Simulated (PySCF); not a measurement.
Two-component Hartree-Fock for Rh (rhodium, neutral)

Start: [Kr] 4d7 5s2; 4d3/2 filled at m_j = +1/2, +3/2; 4d5/2 filled at m_j = -3/2, -1/2, +1/2, +3/2, +5/2. Calculated with PySCF 2.14 in x2c-SVPall-2c with one added diffuse shell each of s, p, d type (7s9p7d1f, 76 functions): generalised Hartree-Fock with the X2C-1e Hamiltonian and a Gaussian nucleus; one run each with spin-orbit coupling (SO) switched off, then screened by Boettger's factors. This is a chosen level, not necessarily the ground level.

```csv
spinor shell,electrons,"ε, spin-free (eV)","ε, screened SO (eV)",weight of nominal j (screened SO),"rms radius, screened SO (bohr)"
1s1/2,2,-23342.6,-23341.1,1.000,0.0375
2s1/2,2,-3468.6,-3468.1,1.000,0.154
2p1/2,2,-3103.0,-3203.2,1.000,0.134
2p3/2,4,-3103.0,-3056.3,1.000,0.138
3s1/2,2,-658.40,-658.23,1.000,0.415
3p1/2,2,-534.83,-552.68,1.000,0.411
3p3/2,4,-534.83,-526.39,1.000,0.422
3d3/2,4,-337.47,-340.65,0.992,0.401
3d5/2,6,-337.47,-335.15,0.995,0.405
4s1/2,2,-105.25,-105.19,1.000,1.05
4p1/2,2,-67.426,-72.384,0.834,1.15
4p3/2,4,-67.426,-64.976,0.917,1.17
4d5/2,5,-15.838,-16.582,0.540,1.60
4d3/2,2,-15.838,-13.995,0.627,1.65
5s1/2,2,-7.100,-7.095,1.000,3.60
```

| quantity | spin-free | screened SO |
| --- | --- | --- |
| E (hartree) | -4780.34497 | -4781.07286 |
| M_J | 9/2 | 9/2 |
| ⟨J²⟩ | 24.769 | 24.770 |
| ⟨L²⟩ | 12.005 | 12.149 |
| ⟨S²⟩ | 3.764 | 3.724 |

Each row is a mean over spinors that exchange with the open shell spreads, by up to 8.624 eV (4p3/2).

Rows whose weight is well below 1 are mixtures of j = l ± 1/2: exchange outweighs spin-orbit coupling there, and the label is only the starting occupation.

Breit and QED terms are absent; they matter most for the inner s and p1/2 levels.

Densities and radii are taken from the X2C orbitals without a picture-change correction, which distorts them close to the nucleus.

Without spin-orbit coupling the j labels of p, d and f shells carry no meaning; the spin-free column gives the mean over the occupied spinors of each nl shell.
